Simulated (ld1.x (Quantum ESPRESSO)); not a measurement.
## Before and after: TM potential for rhodium

ld1.x (Quantum ESPRESSO) 7.5 input, shortened:

```
&input
   title='Rh', zed=45., rel=1, dft='PBE', iswitch=3,
   config='[Kr] 4d8 5s0 5p0'
 /
 &inputp
   pseudotype=2, tm=.true., lloc=2,
   nlcc=.true., new_core_ps=.true., rcore=0.80
 /
3
5S  1  0   0.00   0.00  1.80  1.80  0.0
5P  2  1   0.00   0.00  3.00  3.00  0.0
4D  3  2   8.00   0.00  1.15  1.15  0.0
 &test
   configts(1)='4d8 5s0 5p0'
 /
```

Change: functional PBEsol.

Cutoffs: the cutoffs (Ry, on a coarse ladder) from which the occupation-weighted sum of valence levels, in a spherical-Bessel basis at the reference potential, stays within 10 and 1 mRy of its value at 400 Ry; they do not see the model core or the augmentation charge, which bear on the density cutoff. Errors are all-electron minus pseudo energies relative to the spin-unpolarised reference configuration.

**Question.** How do hardness, ghosts and transferability respond?

**Answer.** The potential gets neither clearly harder nor softer (70 Ry and 100 Ry → 70 Ry and 100 Ry); both files keep a bound ghost (p, s); the errors of the 7 common tests hardly move.

```tsv
quantity	base	changed
cutoff, loose	70 Ry	70 Ry
cutoff, tight	100 Ry	100 Ry
bound ghosts	s, p	s, p
error for 4d8 5s1 5p0, meV [ΔE -7.46 eV]	-3.4	-3.7
error for 4d7 5s0 5p0, meV [ΔE 19.51 eV]	-64	-63
error for 4d6 5s0 5p0, meV [ΔE 52.02 → 52.00 eV]	-378	-376
error for 4d8.5 5s0.5 5p0, meV [ΔE -8.09 eV]	-3.3	-3.0
error for 4d7 5s2 5p0, meV [ΔE -4.98 → -5.01 eV]	-79	-79
error for 4d9 5s0 5p0, meV [ΔE -8.37 eV]	-18	-17
error for 4d5 5s0 5p0, meV [ΔE 98.96 → 98.93 eV]	-1142	-1143
s: phases at 3.24 bohr within 0.05 rad from the reference energy up to (Ry; the scan ends near 5)	1.3	1.2
p: phases at 3.24 bohr within 0.05 rad from the reference energy up to (Ry; the scan ends near 5)	2.0	2.0
d: phases at 3.24 bohr within 0.05 rad from the reference energy up to (Ry; the scan ends near 5)	to the end of the scan	5.0
```

Base: These tests converged, but a pseudo level misses the all-electron one widely, so the file describes the atom poorly there or has found another state: 4d7 5s0 5p0: empty 5p by 2.2 eV (a node warning on the way). A true bound ghost makes a file unfit for plane-wave use even where its test errors are small: the radial tests pick states by their node count and pass the ghost by.
